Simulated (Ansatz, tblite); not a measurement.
Removing an electron: Ge₃F₃⁻. The state is a singlet with charge -1. Geometry: r2SCAN-D4/def2-SVPD. Ansatz, gas phase; energy differences of separate SCF runs; the oxidised species was run as a doublet alone.

```xyz
6

Ge    1.063   -0.098   -0.190
Ge   -0.611   -1.187   -1.581
Ge   -0.561    1.438    0.806
F    -1.029    0.314   -2.551
F    -0.518    0.926    2.558
F     1.656   -1.392    0.957
```

The xTB rows come from tblite. The structure comes from a short search, and lower isomers may exist.

| level | −HOMO (eV) | vertical IE (eV) | −LUMO (eV) | HOMO–LUMO gap (eV) | remarks |
| --- | --- | --- | --- | --- | --- |
| GFN1-xTB | 4.96 | 7.15 | 3.64 | 1.32 | – |
| GFN2-xTB | 3.01 | 6.19 | 1.67 | 1.34 | – |
| PBE-D4/def2-TZVPD | 0.61 | 3.01 | -0.96 | 1.57 | – |
| PBE0-D4/def2-TZVPD | 1.50 | 3.15 | -1.52 | 3.02 | restricted SCF unstable in HF (-1 singlet) |

Run but left out: PBE-QIDH/def2-TZVPD (singlet: restricted singlet, unstable in another Hartree–Fock run and untested here).  Raw xTB energy differences between charge states are shifted by several eV; the methods need an empirical correction for them.
